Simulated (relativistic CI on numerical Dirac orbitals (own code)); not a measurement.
One change at a time: Nd⁵²⁺

Base calculation: Dirac-Coulomb-Breit CI, separate exchange-only KLI orbitals for each configuration, a model potential for QED, unscaled Slater integrals.

Configurations in the expansion (outside the closed core 1s2): 2s2 2p4, 2s 2p5, 2p6, 2p5 3s, 2p5 3p, 2p5 3d, 2s2 2p3 3s, 2s2 2p3 3p, 2s2 2p3 3d, 2s 2p4 3s, 2s 2p4 3p, 2s 2p4 3d, 2s2 2p3 4s, 2s2 2p3 4p, 2s2 2p3 4d, 2s2 2p3 4f. Levels of other configurations are missing.

Variants: (1) one mean potential for all configurations. Shifts of the energy above 2s2 2p4 3P_2, in eV, for the lowest level and the first level of each name with at least 55 % of one term (blank where a level changes its place among those of its configuration and J or its character, or is not in the variant):

```
           Level     Base   Δ(1)
    2s2 2p4 3P_2     0.00   0.00
    2s2 2p4 1S_0    44.58  -0.01
    2s2 2p4 3P_1   537.60  +0.07
    2s2 2p4 1D_2   555.43  +0.07
    2s 2p5 3P°_2   838.49  +0.20
    2s 2p5 1P°_1   901.34  +0.20
    2s2 2p4 3P_0  1109.47  +0.14
    2s 2p5 3P°_0  1385.14  +0.20
    2s 2p5 3P°_1  1419.19  +0.20
        2p6 1S_0  1774.48  +0.46
 2s2 2p3 3p 3P_0  5866.26  +0.74
2s2 2p3 3d 3P°_0  5928.92  +0.26
2s2 2p3 3s 3S°_1  6113.57  +1.34
2s2 2p3 3s 3D°_3  6127.21  +1.13
2s2 2p3 3s 1D°_2  6133.60  +1.21
2s2 2p3 3s 3P°_0  6163.95  +0.74
2s2 2p3 3s 3P°_1  6167.07  +0.79
 2s2 2p3 3p 3D_1  6250.32  +0.64
 2s2 2p3 3p 3F_4  6368.63  +1.09
```

At this charge energies of transitions that change n are usually good to better than 1 %, and those within a shell (Δn = 0) to a few per cent.

Ionisation energy from the two ground configurations alone: base 10287.6 eV. The NIST ASD value (theoretical) is 10288 eV.

LS names give the leading component of a level, which can be under half, so a name can repeat, a term be missing and a line seem to break the LS rules.
